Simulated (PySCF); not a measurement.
Al(Me)(OMe)(PH2) (C₂H₈AlOP), SMILES C[O][Al]([CH3])[PH2].

Geometry optimised at PBE-D3(BJ)/def2-SVP. The structure was generated by enumeration; whether it is a known compound was not checked. The values are those of a single conformer.

Level of theory: TDA-PBE/def2-SVPD in PySCF.

Vertical excitations. The molecule is in vacuum.

Computed excitation energies, oscillator strengths and character:
| state | energy (eV) | λ (nm) | f | main pairs |
|---|---|---|---|---|
| S1 | 4.92 | 252 | 0.002 | HOMO→LUMO 73 %, HOMO→LUMO+1 23 % |
| S2 | 5.11 | 243 | 0.104 | HOMO→LUMO+1 72 %, HOMO→LUMO 19 % |
| S3 | 5.52 | 224 | 0.007 | HOMO−1→LUMO+1 41 %, HOMO→LUMO+2 36 %, HOMO−1→LUMO 21 % |
| S4 | 5.56 | 223 | 0.005 | HOMO→LUMO+2 56 %, HOMO−1→LUMO+1 40 % |
| S5 | 5.65 | 219 | 0.026 | HOMO−2→LUMO 48 %, HOMO−1→LUMO 26 %, HOMO−1→LUMO+1 13 % |
| S6 | 5.80 | 214 | 0.023 | HOMO−2→LUMO+1 38 %, HOMO−2→LUMO 27 %, HOMO−1→LUMO 25 % |
| S7 | 5.89 | 210 | 0.042 | HOMO−2→LUMO+1 59 %, HOMO−1→LUMO 14 %, HOMO−2→LUMO 14 % |
| S8 | 6.11 | 203 | 0.007 | HOMO−1→LUMO+2 70 %, HOMO→LUMO+3 17 % |
| S9 | 6.14 | 202 | 0.017 | HOMO→LUMO+3 49 %, HOMO−1→LUMO+2 21 %, HOMO−3→LUMO 14 % |
| S10 | 6.35 | 195 | 0.030 | HOMO−3→LUMO 51 %, HOMO→LUMO+4 22 % |
| T1 | 4.37 | 284 | 0 | HOMO→LUMO 95 % |
| T2 | 4.76 | 261 | 0 | HOMO→LUMO+1 97 % |
| T3 | 5.05 | 245 | 0 | HOMO−1→LUMO 94 % |
| T4 | 5.19 | 239 | 0 | HOMO→LUMO+2 96 % |
Triplets are in the Tamm–Dancoff approximation.
